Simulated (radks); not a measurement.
Task: Species: Ce III. Configuration: [Xe] 4f2. Method: scalar-relativistic Kohn-Sham, PBE, spin-polarised, spherical densities, finite nucleus; open shells are filled with parallel spins first (spin-orbit coupling, left out, can overturn this in heavy ions); Fermi nuclear charge, rms radius 4.8771 fm; computed with a radial shooting solver on a logarithmic mesh with Libxc functionals. Some entries of the table are withheld. Estimate them.

orbital,occ.,eigenvalue (hartree),<1/r> (bohr^-1),<r> (bohr)
1s down,1,-1480.005,63.34,0.02457
1s up,1,-1480.005,63.34,0.02457
2s down,1,-237.1529,14.60,0.1052
2s up,1,-237.1528,14.60,0.1052
2p down,3,-212.4323,13.83,0.09236
2p up,3,-212.4322,13.83,0.09236
3s up,1,-51.20507,5.300,0.2786
3s down,1,-51.18924,5.301,0.2786
3p up,3,-43.34126,5.019,0.2767
3p down,3,-43.32549,5.020,0.2766
3d up,5,-32.16882,4.761,0.2536
3d down,5,-32.15657,4.762,0.2535
4s up,1,-10.54384,2.205,0.6387
4s down,1,-10.49602,2.206,0.6385
4p up,3,-7.98401,2.032,0.6770
4p down,3,-7.93531,2.033,0.6767
4d up,5,-4.30216,1.766,0.7496
4d down,5,-4.25224,1.767,0.7494
5s up,1,-1.85339,0.8572,1.540
5s down,1,-1.81764,0.8516,1.548
5p up,3,-1.23308,0.7287,(1)
5p down,3,-1.20462,0.7222,(2)
4f up,2,-0.49336,1.136,(3)
4f down,0,-0.44979,1.117,(4)

Result: 
(1) 5p up <r> (bohr): 1.787
(2) 5p down <r> (bohr): 1.800
(3) 4f up <r> (bohr): 1.209
(4) 4f down <r> (bohr): 1.245
